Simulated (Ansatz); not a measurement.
Geometry optimisation, UKS PBE0-D4/6-31G* in Ansatz.

The input (input.yaml):

```yaml
crystal:
  periodic: [false, false, false]
  atoms:
    - { symbol: Si, position_ang: [-0.437107, -0.205782, -0.114026] }
    - { symbol: F, position_ang: [-0.20337, 0.26293, 2.640711] }
    - { symbol: F, position_ang: [1.080796, -0.252699, 0.442966] }
    - { symbol: F, position_ang: [-0.642395, 1.294175, -0.670262] }
    - { symbol: F, position_ang: [-0.480503, -1.228128, -1.361655] }
    - { symbol: H, position_ang: [0.68418, 0.129504, 2.373766] }
magnetization:
  spin_polarized: true
  initial_magnetization: 1
basis:
  gaussian: { orbitals: "6-31G*" }
hamiltonian:
  xc: pbe0
  dispersion: d4
relax:
  f_tol: 0.03
  max_steps: 50
```

Run as:

```bash
$ ansatz run input.yaml --threads 2 --pin off --max-ram 3072MiB --backend cpu --events-out ev --progress --plain --runs-dir out
```

Task: Where does it end, and by what steps?

Result: The forces met the threshold. After 6 steps the energy has fallen by 0.031 eV; F4 moved furthest, 0.32 Å.

| step | energy less start (eV) | largest force component (eV/Å) | accepted |
| --- | --- | --- | --- |
| 0 | 0.0000 | 0.602 | yes |
| 1 | -0.0157 | 0.368 | yes |
| 2 | -0.0248 | 0.183 | yes |
| 3 | -0.0287 | 0.226 | yes |
| 4 | -0.0300 | 0.141 | yes |
| 5 | -0.0305 | 0.040 | yes |
| 6 | -0.0307 | 0.022 | yes |

```xyz
6
Properties=species:S:1:pos:R:3
Si -0.420 -0.320 -0.040
F -0.246 0.397 2.415
F 1.111 -0.432 0.482
F -0.672 1.222 -0.357
F -0.434 -1.102 -1.434
H 0.662 0.234 2.246
```

Whether the end is a true minimum wasn't checked by a vibrational analysis.

Run time: 16 s on 2 threads of Arm Neoverse V2, on a shared host, peak memory 0.21 GiB.
